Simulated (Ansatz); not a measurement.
Basis-set extrapolation for `C[CH]([AlH2])[AlH][SiH3]` (PBE0-D4/def2-TZVP geometry, frozen core, Ansatz 0.2.0). Multiplicity 1, RHF reference.

|  | def2-TZVPP | def2-QZVPP |
| --- | --- | --- |
| HF | -854.348940 | -854.375804 |
| MP2 correlation | -0.644532 | -0.687113 |
| CCSD(T) correlation | -0.745891 | not run |

Energies in hartree. Use E(X) = E(∞) + A·exp(−7.88·√X) for Hartree–Fock and E(X) = E(∞) + B·X^(−2.97) for correlation, with X = 3 and 4, and add CCSD(T) minus MP2 of the smaller set to the MP2 limit.

Problem. What is the CCSD(T) energy at the basis-set limit?

Solution. HF limit: -854.375804 + (-0.026864) × 0.13774 = -854.37950. MP2 limit: -0.687113 + (-0.042581) × 0.74074 = -0.71865. Higher-order term: -0.745891 − (-0.644532) = -0.10136. Total: -855.19951 hartree, 274.8 kJ/mol below CCSD(T)/def2-TZVPP.
